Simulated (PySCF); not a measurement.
Bonds (- single, = double, # triple, : aromatic): F1-C2 1.327 Å, C2-F3 1.329 Å, C2-F4 1.329 Å, C2-C5 1.534 Å, C5-C6 1.534 Å, C6-F7 1.329 Å, C6-F8 1.330 Å, C6-F9 1.327 Å, C5-C10 1.534 Å, C10-F11 1.328 Å, C10-F12 1.330 Å, C10-F13 1.329 Å. C5 carries H14.

Fast rotation and ring inversion assumed for equivalent nuclei, single conformer, gas phase, no relativistic terms. σ from GIAO-PBE/pcSseg-2; geometry: PBE0-D3(BJ)/def2-SVP; B3LYP/pcJ-1 coupling constants (spin–dipole term only in couplings to heteroatoms); PySCF.

List the cross peaks expected in HSQC, COSY and HMBC spectra.

Results:



HSQC (one-bond C–H):
```tsv
δH	δC	$^{1}J$(C,H) (Hz)
3.35 (H14)	59.0 (C5)	139
```

HMBC (two and three bonds, |J| ≥ 2.5 Hz):
```tsv
δH	δC [abs. J in Hz]
3.35 (H14)	135.7 (C2/C6/C10) [8.0]
```

No COSY cross peaks are expected.

Referencing at the same level of theory: TMS for $^{1}$H (σ = 31.18 ppm) and $^{13}$C (σ = 179.39 ppm).

Common functionals overestimate the size of one-bond C–F couplings by tens of Hz; these are unscaled. Shifts are as computed, not scaled to solution data. Of 1211 compounds with measured shifts, 218 miss one by over three times the rms of a fit or turn the order of signals round; such compounds aren't used in these exercises.
